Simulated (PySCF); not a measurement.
Molecule: SMILES Fc1ccc(F)cc1, C6H4F2.

Atom-mapped SMILES (the numbers label the heavy atoms): `[F:1][c:2]1[cH:3][cH:4][c:5]([F:6])[cH:7][cH:8]1`. Each H is labelled by its parent atom.

Spin–spin couplings on one PBE0-D3(BJ)/def2-SVP geometry, PySCF 2.14, gas phase, non-relativistic, equivalent pairs averaged (spin–dipole term only in couplings to heteroatoms); isotopes ¹³C, ¹⁹F; basis pcJ-1.

Reference values (Hz): ¹J(C2,F1) = 242.0 (measured; liquid or solution; F. J. Weigert, PhD thesis, Caltech 1968 (Carbon-13 magnetic resonance spectroscopy)); ²J(C3,F1) = 24.3 (measured; liquid or solution; F. J. Weigert, PhD thesis, Caltech 1968 (Carbon-13 magnetic resonance spectroscopy)); ³J(C4,F1) = 8.5 (measured; liquid or solution; F. J. Weigert, PhD thesis, Caltech 1968 (Carbon-13 magnetic resonance spectroscopy)).

Task: How do the couplings (Hz) change with the functional? Times are CPU seconds on shared hosts with different chips, so compare them loosely.

Result: 
```tsv
functional	functions	¹J(C2,F1)	²J(C3,F1)	³J(C4,F1)	mean abs. error	core-s
LDA	256	-327.7	9.1	6.8	34.2	22
PBE	256	-340.4	15.0	6.4	36.6	37
KT2	256	-347.6	8.1	3.7	42.2	39
B3LYP	256	-311.8	21.6	5.2	25.3	43
PBE0	256	-309.1	22.7	3.6	24.5	52
B97-2	256	-299.4	18.5	5.3	22.2	61
BHandHLYP	256	-275.6	36.9	-2.5	17.4	72
CAM-B3LYP	256	-298.0	24.2	3.4	20.4	90
```

Errors compare magnitudes, without vibrational corrections, and the largest couplings weigh most in the mean. Closest: BHandHLYP; furthest: KT2. Left out for a near triplet instability: HF/pcJ-1.
